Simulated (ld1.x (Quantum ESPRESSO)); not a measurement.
# Building the PAW potential for Pb (LDA (PZ), non-relativistic).

ld1.x (Quantum ESPRESSO) 7.5 input, shortened:

```
&input
   title='Pb', zed=82., rel=0, dft='PZ', iswitch=3,
   config='[Xe] 4f14 5d10 6s2 6p0'
 /
 &inputp
   pseudotype=3, lpaw=.true., tm=.true., lloc=-1, rcloc=1.80,
   nlcc=.true., new_core_ps=.true., rcore=1.00,
   which_augfun='BESSEL', rmatch_augfun=1.05
 /
6
6S  1  0   2.00   0.00  2.25  2.45  0.0
6S  1  0   0.00  -0.25  2.25  2.45  0.0
6P  2  1   0.00   0.00  2.00  2.30  0.0
6P  2  1   0.00   2.45  2.00  2.30  0.0
5D  3  2  10.00   0.00  1.20  1.70  0.0
5D  3  2   0.00  -2.65  1.20  1.70  0.0
 &test
   configts(1)='5d10 6s2 6p0'
 /
```

(1) Estimate the cutoffs (Ry, on a coarse ladder) from which the occupation-weighted sum of valence levels, in a spherical-Bessel basis at the reference potential, stays within 10 and 1 mRy of its value at 400 Ry.

(2) Does the potential have ghost states?

(3) Is the overlap operator S = 1 + Σ q|β⟩⟨β| positive definite (Bessel basis up to 400 Ry)?

(4) Which valence shell sets the plane-wave cutoff?

(5) Tests: 5d10 6s2 6p2; 5d10 6s2 6p1; 5d10 6s1 6p0; 5d10 6s1 6p3; 5d10 6s0 6p0; 5d10 6s1 6p2; 5d10 6s2 6p1.5. Which has the largest error in its energy relative to the reference configuration, and how large is it?

## Answers

(1) 50 Ry and 80 Ry.

(2) Ghost state, extra bound levels that the all-electron valence spectrum of the same l lacks: s at -64.9 eV. A true bound ghost makes a file unfit for plane-wave use.

(3) Yes: its lowest eigenvalue is 0.31 (s channel).

(4) 5d: its level needs 50 Ry to come within 1 mRy, against 8 Ry for 6s.

(5) 5d10 6s0 6p0, with +217 meV (all-electron minus pseudo) on +67.10 eV.
